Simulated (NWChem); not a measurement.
# ZnSiH₄O; SMILES [OH][Zn][SiH3]

```xyz
7

Zn    -0.0110    -0.4477    -0.0001
O      0.0952    -2.2232     0.0005
H     -0.7310    -2.7150    -0.0008
Si     0.0171     1.8988     0.0002
H     -1.3414     2.4580    -0.2940
H      0.9547     2.4418    -1.0339
H      0.4458     2.4485     1.3259
```
Atoms are numbered in this order, from 1.

All runs use the structure optimised with PBE0/def2-SVP.

Question: List the 4 lowest vertical singlet excitations from B3LYP/def2-SVPD, TDA (NWChem).

Answer: 
```tsv
state	energy (eV)	oscillator strength	leading excitation (squared amplitude)
S1	5.68	0.009	HOMO−1 → LUMO (0.98)
S2	5.86	0.045	HOMO → LUMO (0.69)
S3	5.99	0.003	HOMO → LUMO+1 (0.51)
S4	6.09	0.053	HOMO−1 → LUMO+2 (0.53)
```
